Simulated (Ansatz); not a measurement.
Reaction (ligand exchange at a B–O bond): `BO[Si](O)(O)O` + `[SiH3][GaH][SH]` → `B[S][GaH][SiH3]` + `O[Si](O)(O)O`

Isolated molecules relaxed with PBE0-D4/def2-TZVP in Ansatz; ΔE leaves out vibrations. CCSD(T)/CBS adds triple-zeta CCSD(T) − MP2 to the extrapolated MP2 energy (def2 sets, frozen cores). This one scheme is used for every species. Functionals use def2-TZVPP. HSE06 is defined as in plane-wave codes. For Ga outer-core shells are correlated without core-valence functions, which leaves a few kJ/mol of doubt a bond. Scalar relativity is left out up to krypton. One conformer a species, not always the lowest.

| level | ΔE (kcal/mol) | difference from CCSD(T)/CBS |
| --- | --- | --- |
| PBE-D4 | 9.5 | -1.2 |
| B97M-V | 11.5 | 0.8 |
| r2SCANh-D4 | 10.9 | 0.2 |
| ωB97X-V | 11.6 | 0.9 |
| ωB97M-V | 11.5 | 0.8 |
| B2PLYP | 12.1 | 1.4 |
| PBE | 9.9 | -0.8 |
| r2SCAN | 11.0 | 0.3 |
| PBE0 | 10.1 | -0.6 |
| r2SCAN0 | 11.0 | 0.3 |
| HSE06 | 10.1 | -0.6 |
| RPA@PBE/def2-TZVPP | 11.7 | 1.0 |
| CCSD(T)/def2-SVP | 14.7 | 4.0 |
| CCSD(T)/def2-TZVPP | 10.9 | 0.2 |
| MP2/def2-QZVPP | 10.0 | -0.7 |
| SCS-MP2/def2-QZVPP | 11.4 | 0.7 |
| CCSD(T)/CBS | 10.7 | 0 |

(1) What do rigid-rotor, harmonic-oscillator terms from PBE0-D4/def2-TZVP frequencies (298.15 K, 1 bar) make of the CCSD(T)/CBS value? (Estimate.)

Largest T1 diagnostic among the species: 0.014.

Results:

(1) Computed: ΔZPE = +1.2 kcal/mol, ΔH = +11.8 kcal/mol, ΔS = -22 J/(mol·K), ΔG = +13.4 kcal/mol. Modes under 50 cm⁻¹ make the entropy rough.

At CCSD(T), def2-SVP lies +4.0 kcal/mol from the extrapolated value and def2-TZVPP +0.2 kcal/mol. In def2-TZVPP, CCSD(T) changes the Hartree–Fock value by −4.3 kcal/mol (the triples alone add −0.7 kcal/mol) and MP2 by −5.3 kcal/mol.
